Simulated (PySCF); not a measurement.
**Zirconium: a sound run and one with changed settings**

Sound run: Zr⁺ [Kr] 4d2 5s1, Zr²⁺ [Kr] 4d2. Calculation: PySCF 2.14, in def2-SVP with the def2 core potential (28 electrons) (5s3p2d1f, 31 functions); a scalar-relativistic core potential. The sound run starts from symmetry-adapted Hartree-Fock orbitals and uses a fine grid where one is needed.

Changed run: initial guess minao, at most 50 SCF cycles, level shift 10.0 hartree.

```tsv
species	method	sound run (hartree)	changed run (hartree)	converged
Zr⁺	UHF	-46.24087	-46.24073	no
Zr⁺	TPSS	-46.63917	-46.63856	no
Zr⁺	BP86	-46.70039	-46.67648	no
Zr²⁺	UHF	-45.78885	-45.70140	no
Zr²⁺	TPSS	-46.15665	-46.06456	no
Zr²⁺	BP86	-46.20403	-46.12089	no
```

A level shift slows the SCF but leaves a converged energy unchanged.
